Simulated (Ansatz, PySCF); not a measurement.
Species: dichloro(difluoro)silane, sum formula SiCl₂F₂, net charge 0, singlet state. 
Coordinates optimised at B3LYP-D3(BJ)/def2-TZVP (Ansatz, a quantum-chemistry and plane-wave program):
```xyz
5

Si    -0.0174    -0.3276     0.0117
F      0.0230    -1.2155     1.3135
F     -0.1563    -1.2966    -1.2238
Cl    -1.6227     0.8923     0.0862
Cl     1.7076     0.7074    -0.1433
```
Charge 0, spin multiplicity 1.

Total electronic energies in hartree. Cores are frozen in the correlated levels unless marked. Spin-orbit coupling is left out. Non-relativistic. Basis-set limits of correlation are two-point, X^-3; Hartree-Fock from the larger set (for Q and 5 zeta extrapolated as (X+1)exp(-9√X)).

```json
[
 {"level": "HF/aug-cc-pV(Q+d)Z", "program": "Ansatz", "energy (Eh)": "-1407.23541"},
 {"level": "HF/cc-pV(Q+d)Z", "program": "Ansatz", "energy (Eh)": "-1407.23451"},
 {"level": "HF/cc-pV(5+d)Z", "program": "Ansatz", "energy (Eh)": "-1407.24099"},
 {"level": "RI-HF/aug-cc-pV(T+d)Z", "program": "Ansatz", "energy (Eh)": "-1407.20905"},
 {"level": "revPBE-D3(BJ)/def2-TZVPD", "program": "Ansatz + dftd3", "energy (Eh)": "-1409.65993"},
 {"level": "PBE0/STO-3G", "program": "Ansatz", "energy (Eh)": "-1392.90218"},
 {"level": "PBE0/6-31G*", "program": "Ansatz", "energy (Eh)": "[?]"},
 {"level": "r2SCAN0/def2-TZVPD", "program": "Ansatz", "energy (Eh)": "-1409.75866"},
 {"level": "HSE06-D4/def2-TZVPD", "program": "Ansatz + dftd4", "energy (Eh)": "-1409.31971"},
 {"level": "CAM-B3LYP-D3(BJ)/def2-TZVPD", "program": "Ansatz + dftd3", "energy (Eh)": "-1409.95695"},
 {"level": "B2GP-PLYP-D4/def2-TZVPD", "program": "Ansatz + dftd4", "energy (Eh)": "[?]"},
 {"level": "MP2/6-31G", "program": "Ansatz", "energy (Eh)": "-1407.15948"},
 {"level": "MP2/cc-pV(Q+d)Z", "program": "Ansatz", "energy (Eh)": "-1408.31592"},
 {"level": "SCS-MP2/cc-pV(Q+d)Z", "program": "Ansatz", "energy (Eh)": "-1408.29692"},
 {"level": "CCSD/6-31G", "program": "Ansatz", "energy (Eh)": "-1407.16837"},
 {"level": "CCSD/cc-pVTZ", "program": "Ansatz", "energy (Eh)": "-1408.20579"},
 {"level": "CCSD/cc-pV(Q+d)Z", "program": "Ansatz", "energy (Eh)": "-1408.34004"},
 {"level": "CCSD/CBS(aug-cc-pV(T+d)Z,aug-cc-pV(Q+d)Z)", "program": "Ansatz", "energy (Eh)": "-1408.4075"},
 {"level": "CCSD(T)/STO-3G", "program": "Ansatz", "energy (Eh)": "-1391.08419"},
 {"level": "CCSD(T)/cc-pVDZ", "program": "PySCF", "energy (Eh)": "-1407.81054"},
 {"level": "CCSD(T)/cc-pV(5+d)Z", "program": "Ansatz", "energy (Eh)": "-1408.42455"},
 {"level": "CCSD(T) with core electrons (1s frozen past Ne)/cc-pwCVTZ", "program": "Ansatz", "energy (Eh)": "-1409.19556"},
 {"level": "CCSD(T)/CBS(cc-pV(Q+d)Z,cc-pV(5+d)Z)", "program": "Ansatz", "energy (Eh)": "-1408.4621"}
]
```

Q: Fill in the missing entries.

A: 
- PBE0/6-31G*, energy (Eh): -1409.14188
- B2GP-PLYP-D4/def2-TZVPD, energy (Eh): -1409.32257
